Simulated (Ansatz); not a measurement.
`[Cl][In]([Cl])[Br]` + `N=C=O` → `O=C=[N][In]([Cl])[Cl]` + HBr at 298.15 K and 1 bar (ligand exchange at the In–Br bond).

Gas-phase electronic energies from Ansatz, PBE0-D4/def2-TZVP geometries. CCSD(T)/CBS is the MP2 limit (def2-TZVPP, def2-QZVPP) plus CCSD(T) − MP2 in def2-TZVPP, frozen cores. This one scheme is used for every species. Elements past krypton have def2 core potentials. For Br, In outer-core shells are correlated without core-valence functions, which leaves a few kJ/mol of doubt a bond. Scalar relativity is left out up to krypton. One conformer a species, not always the lowest.

```tsv
species	CCSD(T)/CBS energy (Eh)	H − E (kJ/mol)	S (J/(mol·K))
`[Cl][In]([Cl])[Br]`	-3682.84497	26.5	361.4
`N=C=O`	-168.51995	67.5	238.3
`O=C=[N][In]([Cl])[Cl]`	-1277.41850	63.3	400.9
HBr	-2573.91920	24.6	198.6
```

H − E and S are ideal-gas, rigid-rotor, harmonic terms from PBE0-D4/def2-TZVP, for one conformer and one mirror image of each species. 1 Eh = 2625.50 kJ/mol, R = 8.31446 J/(mol·K).

By hand: ΔE, ΔH, ΔS and ΔG.

ΔE = (-1277.41850) + (-2573.91920) − (-3682.84497) − (-168.51995) = 0.02722 Eh = 71.5 kJ/mol. Δ(H − E) = 63.3 + 24.6 − 26.5 − 67.5 = -6.1, so ΔH = 65.4 kJ/mol. ΔS = 400.9 + 198.6 − 361.4 − 238.3 = -0.2 J/(mol·K). ΔG = 65.4 − 298.15 × (-0.2)/1000 = 65.5 kJ/mol.

By hand: the equilibrium constant, and the temperature at which ΔG would vanish if ΔH and ΔS stayed fixed.

log₁₀ K = −ΔG/(RT ln 10) = -11.5. ΔH and −TΔS have one sign here, so there is no such temperature.

The number of gas molecules stays the same, so ΔS is small and ΔH decides. A doubt of 5 kJ/mol in ΔE shifts log₁₀ K by 0.9 here. Other conformers and mirror images would add mixing entropy, several J/(mol·K) or more a flexible species. Modes under 60 cm⁻¹, often nearly free rotors, make the harmonic entropy too high. These are equilibria of isolated gas molecules and say nothing of rates. Largest T1 diagnostic: 0.018 (customary marks: 0.02 for closed shells, 0.045 for open ones).

ΔS is within the doubt of such terms, so its sign, and with it that verdict, could turn.
